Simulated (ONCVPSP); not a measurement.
## cobalt (Co): one change to an ONCV potential, before and after

- Element: Co (Z = 27)
- Generator: ONCVPSP 4.0.1
- Type: optimised norm-conserving Vanderbilt (ONCV)
- Functional: LDA (Perdew-Wang 92)
- Relativity: scalar-relativistic
- Frozen core: [Ne]
- Valence charge: 17
- Reference configuration: 3s2 3p6 3d6 (charge +3)
- Partial waves: 3s: rc 0.95 bohr, ncon 5, nbas 9, qcut 12.7 1/bohr, 3 projectors, debl 3.3 Ha; 3p: rc 1.20 bohr, ncon 4, nbas 9, qcut 10.5 1/bohr, 2 projectors, debl 3.9 Ha; 3d: rc 0.95 bohr, ncon 4, nbas 9, qcut 17.6 1/bohr, local
- Local potential: the d channel
- Core correction: none

In the s channel the program set the typed energies aside and used -5.155, 0.250, 3.550 Ha.

Change: d: qcut 12.7.

Cutoffs: the cutoffs (Ha) at which the residual kinetic energy of the hardest occupied pseudo-wave falls to 1 and 0.1 mHa per electron; they do not see the model core or the augmentation charge, which bear on the density cutoff. Errors are all-electron minus pseudo energies relative to the spin-unpolarised reference configuration.

Question: How do hardness, ghosts and transferability respond?

Answer: The potential gets neither clearly harder nor softer (110 Ha and 126 Ha → 81 Ha and 310 Ha); of the 4 tests that both files solve, the error grows in 3 and shrinks in 1 by more than 15 % and 0.3 meV (median size 1.5 → 8.4 meV); the range in which the d phases agree narrows (upper end 4.0 → 2.6); neither file shows a bound ghost.

```csv
quantity,base,changed
"cutoff, loose",110 Ha,81 Ha
"cutoff, tight",126 Ha,310 Ha
loose cutoff by channel,"s 65 Ha, p 38 Ha, d 110 Ha","s 65 Ha, p 38 Ha, d 81 Ha"
bound ghosts,none,none
GHOST(+) flags under 300 eV,none,none
"error for 3s2 3p6 3d7 4s2, meV [ΔE -62.56 eV]",-1.5,-8.7
"error for 3s2 3p6 3d7 4s1, meV [ΔE -53.27 eV]",-1.5,-8.2
"error for 3s2 3p6 3d7, meV [ΔE -36.19 eV]",-0.5,-5.4
"error for 3s2 3p5 3d7 4s2, meV [ΔE 10.87 eV]",+19,+13
s: phases at 0.96 bohr within 0.05 rad from the reference energy up to (Ha; the scan ends near 5),to the end of the scan,to the end of the scan
p: phases at 1.22 bohr within 0.05 rad from the reference energy up to (Ha; the scan ends near 5),to the end of the scan,to the end of the scan
d: phases at 0.96 bohr within 0.05 rad from the reference energy up to (Ha; the scan ends near 5),4.0,2.6
```
